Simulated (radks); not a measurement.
The numbers below are computed, except where a source is named.
Excited configurations of the phosphorus ion P+: one electron is placed in a higher orbital outside [Ne] 3s2 3p1. The ground configuration is [Ne] 3s2 3p2. Level of theory: non-relativistic Kohn-Sham, r2SCAN, spin-polarised, spherical densities, point nucleus; open shells are filled with parallel spins first; meta-GGA in the generalised Kohn-Sham scheme (a radial shooting solver on a logarithmic mesh with Libxc functionals). Excitation = E - E(ground); binding = E(ion) - E, where the ion is the core of charge +2; n* = 2/sqrt(2 binding) in atomic units, and the quantum defect is n - n*.

| outer orbital | excitation (eV) | binding (eV) | n* | quantum defect | eigenvalue (eV) | <r> (bohr) |
|---|---|---|---|---|---|---|
| 3d | 11.662 | 8.406 | 2.544 | 0.456 | -5.376 | 3.311 |
| 4s | 11.150 | 8.918 | 2.470 | 1.530 | -7.204 | 4.732 |
| 4p | 13.166 | 6.901 | 2.808 | 1.192 | -5.467 | 5.655 |
| 4d | 15.618 | 4.450 | 3.497 | 0.503 | -3.340 | 7.920 |
| 5s | 15.527 | 4.541 | 3.462 | 1.538 | -3.677 | 9.168 |
| 5d | 17.325 | 2.743 | 4.454 | 0.546 | -2.148 | 13.83 |
| 6p | 17.667 | 2.401 | 4.761 | 1.239 | -1.948 | 17.07 |
| 7f | 18.882 | 1.186 | 6.774 | 0.226 | -0.954 | 32.72 |

The Delta-SCF ionisation energy is 20.068 eV (NIST Atomic Spectra Database: 19.769 eV, semi-empirical). Self-interaction in the functional shifts the binding energies and quantum defects, so they are the method's values and not measured ones. Open shells are spherical and high-spin; term and fine-structure splittings are not resolved.
